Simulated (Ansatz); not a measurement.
Cost and result for the atomization energy of C2H7FGaN (`[CH3][GaH][NH]CF`) (12 atoms, 11 bonds).

```xyz
12

C     1.669    0.582    0.838
Ga    0.827    0.434   -0.924
N    -0.816   -0.397   -0.978
C    -1.591   -0.718    0.143
F    -2.387    0.361    0.573
H     2.548    1.227    0.811
H     1.985   -0.405    1.188
H     0.963    0.982    1.569
H     1.383    0.871   -2.318
H    -1.332   -0.428   -1.844
H    -2.293   -1.534   -0.054
H    -0.955   -0.973    0.995
```

The species carries charge 0 and has multiplicity 1. Correlated methods include outer-core shells of Ga, which these sets cover unevenly. Scalar relativity is left out up to krypton. The geometry is a stationary point of PBE0-D4/def2-TZVP. It is one conformer, not always the lowest. Program: Ansatz. All runs use 4 threads of an Arm Neoverse V1 on a shared host. Times are those of one run each, without the atoms' runs, and a repeat can differ threefold. Electronic energies, without spin–orbit coupling; frozen cores. CCSD(T)/CBS adds CCSD(T) − MP2 in def2-TZVPP to the MP2 limit, and its time is that of the two runs behind it. T1 = 0.013. With those shells the extrapolation isn't a true limit. B3LYP takes the VWN-RPA correlation (the form of Gaussian; ORCA's B3LYP/G).

CCSD(T)/CBS is a level of theory with its own doubt, some kJ/mol a heavy atom from the limit and from the frozen cores, so smaller differences don't rank the functionals.

| level | functions | wall time | atomization (kcal/mol) | difference from CCSD(T)/CBS | per bond |
| --- | --- | --- | --- | --- | --- |
| PBE-D4/def2-TZVPP (with forces) | 270 | 3.1 s | 1019.5 | 16.9 | 1.5 |
| PBE0-D4/def2-TZVPP | 270 | 3.9 s | 1000.7 | -1.9 | -0.2 |
| B3LYP-D4/def2-TZVPP (with forces) | 270 | 6 s | 999.1 | -3.5 | -0.3 |
| r2SCAN-D4/def2-TZVPP (with forces) | 270 | 6.5 s | 1001.2 | -1.4 | -0.1 |
| B2PLYP/def2-TZVPP | 270 | 7 s | 990.0 | -12.6 | -1.1 |
| ωB97X-V/def2-TZVPP | 270 | 10 s | 1004.7 | 2.1 | 0.2 |
| ωB97M-V/def2-TZVPP (with forces) | 270 | 15 s | 1001.7 | -0.9 | -0.1 |
| MP2/def2-QZVPP | 527 | 34 s | 1006.5 | 3.9 | 0.4 |
| CCSD(T)/def2-TZVPP | 270 | 6.5 min | 978.5 | -24.1 | -2.2 |
| CCSD(T)/CBS(def2) | – | 7.1 min | 1002.6 | 0.0 | 0.0 |

The D4 term adds +8.5 kcal/mol with B3LYP and +4.5 kcal/mol with PBE0; it sums over pairs of atoms, weighted by their polarisabilities, and B3LYP, whose exchange is more repulsive, gets the larger term. From PBE to PBE0 (25 % exact exchange), in def2-TZVPP and without D4, the atomization energy moves by −18.0 kcal/mol: exact exchange takes away binding that semilocal exchange gives to molecules. In def2-TZVPP, CCSD(T) changes the Hartree–Fock value by +264.2 kcal/mol (the triples alone add +14.5 kcal/mol) and MP2 by +277.9 kcal/mol; breaking electron pairs costs correlation energy, which Hartree–Fock lacks.
